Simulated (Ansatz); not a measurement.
Calculated with Ansatz (gas phase, PBE0-D4/def2-TZVP geometries, no zero-point term in ΔE). CBS: MP2 limit from def2 TZ/QZ plus the TZ coupled-cluster correction, frozen cores. This one scheme is used for every species. Functionals use def2-TZVPP. One conformer a species, not always the lowest.

Consider the hydrogenolysis of a C–F bond: `C=C([SiH3])CF` + H₂ → `C=C(C)[SiH3]` + H–F.

```json
{"species": "`C=C([SiH3])CF`", "ωB97X-V energy (Eh)": "-507.81540"}
{"species": "H₂", "ωB97X-V energy (Eh)": "-1.17262"}
{"species": "`C=C(C)[SiH3]`", "ωB97X-V energy (Eh)": "-408.56967"}
{"species": "H–F", "ωB97X-V energy (Eh)": "-100.45411"}
```

**Question.** Work out ΔE.

**Answer.** ΔE = (-408.56967) + (-100.45411) − (-507.81540) − (-1.17262) = -0.03576 Eh = -93.9 kJ/mol. CCSD(T)/CBS gives -107.8 kJ/mol.

Largest T1 diagnostic among the species: 0.012.

From PBE to PBE0 (25 % exact exchange), in def2-TZVPP and without D4, ΔE moves by −6.6 kJ/mol.
